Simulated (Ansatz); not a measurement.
Job for Ansatz (a first-principles code): R-wB97X-V/def2-TZVPP on HCl (SMILES Cl).

Ansatz 0.2 input:
```yaml
crystal:
  periodic: [false, false, false]
  atoms:
    - {symbol: Cl, position_ang: [-0.00000000, -0.00000000, 0.64100645]}
    - {symbol: H, position_ang: [0.00000000, 0.00000000, -0.64100645]}
basis:
  gaussian:
    orbitals: def2-TZVPP
hamiltonian:
  xc: {name: wB97X-V}
scf: {lower_state_search: off}
```

It printed:

```
WARN ansatz: RAYON_NUM_THREADS=4 ignored (pool sized by the plan → 4); use --threads N
Functional definition: wB97X-V
these checks for a lower state are left out or cut short: stability, starts, cluster_reference, orbital_swaps, neighbouring_geometries, increment
integrals: 0.01 GiB planned
369 factors; their error is unknown
integrals: 0.05 GiB planned
62 factors; integrals over basis functions are off by at most 9.0e-5 eV
mean field: 0.18 GiB planned
mean field evaluation 1: about -12537.2809 eV, gradient 1.0e1 eV
mean field evaluation 2: about -12537.5189 eV, gradient 6.6e0 eV
mean field evaluation 4: about -12537.5915 eV, gradient 1.6e-1 eV
mean field evaluation 8: about -12537.6123 eV, gradient 1.8e-2 eV
mean field -12537.61226744 eV, -460.7487525295 hartree, gradient 7.0e-6 eV, S^2 0.000000; 0 other end points of the search recorded, 0 dependent functions left out
reference -12537.61226649 eV, -460.7487524946 hartree; 9, 9 occupied and 47, 47 virtual orbitals, 369 factors
Total energy: -12537.61226649 eV, -460.7487524946 hartree
Checks for a lower state left out: stability, starts, cluster_reference, orbital_swaps, neighbouring_geometries, increment
```

The run converged.

Cost: around 1.0 core-seconds (rough).
